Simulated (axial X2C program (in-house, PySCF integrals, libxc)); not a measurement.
# Potential curves of TiP, with spin–orbit coupling

Computed with an in-house all-electron X2C program for linear molecules (integrals from PySCF). Two-component (2c) means X2C with spin–orbit coupling and atomic mean-field two-electron Coulomb and Gaunt terms. Basis: Ti dyall-cv3z [10s10p6d4f2g], P dyall-v3z [8s7p2d1f] (cores contracted in-house); Gaussian nuclei, density fitting, unrestricted open shells. Masses: Ti 47.948 u, P 30.974 u.

State: Ω = 3/2 (⟨Sz⟩ = -0.50, ⟨Lz⟩ = 2.00 at B3LYP). Energies in eV from the lowest point of each curve. Fits are polynomials in 1 − R0/R over 0.85 to 1.23 times the lowest point R0.

```
 R (Å)   B3LYP    PBE0
1.8757  0.8482  0.8138
1.9620  0.3261  0.3122
2.0266  0.1144  0.1125
2.0913  0.0164  0.0196
2.1560  0.0000  0.0000
2.2315  0.0479  0.0387
2.3069  0.1406  0.1212
2.4039  0.2993  0.2681
2.5225  0.5253  0.4821
2.6950  0.8738  0.8158
```

Density functionals use the spin component along the axis (collinear). The functionals have no current-density term, which raises determinants with orbital currents, atoms included. The state is one determinant with fixed occupations, lowest in a PBE0 search at one distance only: followed along the bond, the spin-free determinant M_S = 1/2, Λ = 0 reaches 0.10 eV lower at PBE0, at Re = 2.032 Å, so the state shown is not the lowest. The determinant is spin-polarised beyond a pure state at some levels (its spin-free form has ⟨S²⟩ too high), which makes Re and μ there less reliable.

Fit the B3LYP curve near its minimum: give the equilibrium distance and the harmonic wavenumber.

At B3LYP, 2c: Re = 2.140 Å, ωe ≈ 454 cm⁻¹; Be follows as 0.196 cm⁻¹.

Fit the PBE0 curve near its minimum: give the equilibrium distance and the harmonic wavenumber.

At PBE0, 2c: Re = 2.145 Å, ωe ≈ 425 cm⁻¹; Be follows as 0.195 cm⁻¹.
